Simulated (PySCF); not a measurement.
Mean polarisability (bohr³) of eight silicon and germanium compounds: PBE beside ωB97X, computed with PySCF for isolated molecules in the bases named; differences from unrounded values. The eight are the first of their class met in an unordered collection, after screening for sound electronic states; none was chosen by its value. Each molecule has one DFT geometry for both levels.

```tsv
molecule	basis	ωB97X	PBE	difference
CH₅FOSi₂, SMILES F[Si@H]1CO[SiH2]1	def2-TZVP	65.2	68.8	3.7
Ge(H)3(SMe) (CH6GeS), SMILES C[S][GeH3]	def2-TZVPD	68.1	71.5	3.4
Si(H)(Cl)(OH)(OMe) (CH5ClO2Si), SMILES CO[SiH](O)Cl	def2-TZVP	53.2	56.4	3.2
C₂H₃ClN₂Si, SMILES C1C=N[SiH](Cl)N=1	def2-TZVP	64.7	68.4	3.6
CH₆ClFSi₃, SMILES F[Si@]1(Cl)C[SiH2][SiH2]1	def2-TZVP	103.8	109.8	6.0
1,2-dihydrosiline (C₅H₈Si), SMILES C1=CC[SiH2]C=C1	def2-TZVP	81.0	84.3	3.3
C2H6O2Si, SMILES CO[Si]OC (connectivity only; charge and spin as stated), neutral, multiplicity 1	def2-TZVP	60.8	64.5	3.7
C4H7FSi, SMILES C[Si@H]1C=C[C@H]1F	def2-TZVP	69.5	73.0	3.5
```

PBE lies below ωB97X in 0 and above it in 8 of the eight; the mean signed difference is 3.8 and the largest 6.0 bohr³.
